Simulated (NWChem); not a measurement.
BH$_{2}$OCl; SMILES OBCl

```xyz
5

B     -0.5592     0.5723     0.0000
H     -1.7590     0.7250     0.0000
Cl     0.1233    -1.0695     0.0000
O      0.2384     1.6613     0.0000
H      1.1886     1.4331     0.0000
```
Atoms are numbered in this order, from 1.

Computed with NWChem. Geometry optimised at PBE-D3(BJ)/def2-SVP; all other runs use it. Pople sets run with spherical d functions.

```json
[
 {"quantity": "anisotropy (bohr³), static", "level": "BHandHLYP/def2-SVPD", "value": "11.0"},
 {"quantity": "dipole (D)", "level": "KT2/def2-SVP", "value": "…"},
 {"quantity": "charge (e), ESP B1", "level": "Hartree-Fock/6-31G*", "value": "…"},
 {"quantity": "vertical, lowest triplet (eV)", "level": "LDA (Slater exchange, VWN5)/6-31+G*, full TDDFT", "value": "6.08"},
 {"quantity": "highest harmonic frequency (cm⁻¹)", "level": "PBE-D3(BJ)/def2-SVP", "value": "3697"}
]
```

Some entries are withheld; supply them.


- dipole (D), value: 1.32
- charge (e), ESP B1, value: 0.66
